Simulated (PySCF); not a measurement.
**methyl difluoroacetate, C₃H₄F₂O₂**

Molfile (atoms numbered from 1):
```
C3H4F2O2
     RDKit          3D

 11 10  0  0  0  0  0  0  0  0999 V2000
   -1.8131    0.3723    0.1829 C   0  0  0  0  0  0  0  0  0  0  0  0
   -0.4325    0.3035    0.5107 O   0  0  0  0  0  0  0  0  0  0  0  0
    0.3535   -0.2397   -0.4037 C   0  0  0  0  0  0  0  0  0  0  0  0
   -0.0007   -0.6694   -1.4668 O   0  0  0  0  0  0  0  0  0  0  0  0
    1.8094   -0.2599    0.0591 C   0  0  0  0  0  0  0  0  0  0  0  0
    1.9131   -0.9593    1.2025 F   0  0  0  0  0  0  0  0  0  0  0  0
    2.2312    0.9965    0.2869 F   0  0  0  0  0  0  0  0  0  0  0  0
   -2.2197   -0.6344    0.0088 H   0  0  0  0  0  0  0  0  0  0  0  0
   -2.3081    0.8411    1.0402 H   0  0  0  0  0  0  0  0  0  0  0  0
   -1.9655    0.9744   -0.7245 H   0  0  0  0  0  0  0  0  0  0  0  0
    2.4355   -0.7256   -0.7195 H   0  0  0  0  0  0  0  0  0  0  0  0
  1  2  1  0
  2  3  1  0
  3  4  2  0
  3  5  1  0
  5  6  1  0
  5  7  1  0
  1  8  1  0
  1  9  1  0
  1 10  1  0
  5 11  1  0
M  END
```

Level of theory: PySCF 2.14.0, quadratic response CAM-B3LYP/def2-TZVPD first hyperpolarisability, Taylor convention, gas phase. Geometry: PBE0-D3(BJ)/def2-SVP.

Task: Give the tensor of the static β(0;0,0) in the axes of these coordinates.

Result: In au, Taylor convention; rows are the first index (the induced dipole):
```
      xx     yy     zz     xy     xz     yz
x  +34.3  +16.4   -6.1  +15.3  +27.7  -15.3
y  +15.3  +16.9   -6.5  +16.4  -15.3  +17.7
z  +27.7  +17.7  +25.4  -15.3   -6.1   -6.5
```
Norm of βᵢ = ⅓ Σⱼ (βᵢⱼⱼ + βⱼᵢⱼ + βⱼⱼᵢ): 87.6 au, hyper-Rayleigh value 37.4 au.
